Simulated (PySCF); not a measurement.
**How methods differ on the ionisation energy of V**

V [Ar] 3d3 4s2 (4F) → V⁺ [Ar] 3d4 (5D), as a difference of total energies. Calculation: PySCF 2.14, in def2-SVP; the non-relativistic Hamiltonian (point nucleus). Correlated levels: valence: [Ar] frozen. The calculations carry no spin-orbit coupling.

```tsv
method	ionisation energy (eV)
UHF	6.046
PBE0	6.205
MP2 (valence)	6.236
SCS-MP2 (valence)	6.646
```

Question: How much does correlation contribute at MP2 (valence)?

Answer: 6.236 − (6.046) = 0.190 eV, measured against UHF.

These non-relativistic numbers lack the scalar-relativistic shift.

Errors of the correlated levels include the incompleteness of this basis and the frozen core.

For comparison: 6.732 eV (measured; NIST levels, between the centres of gravity of the two terms).
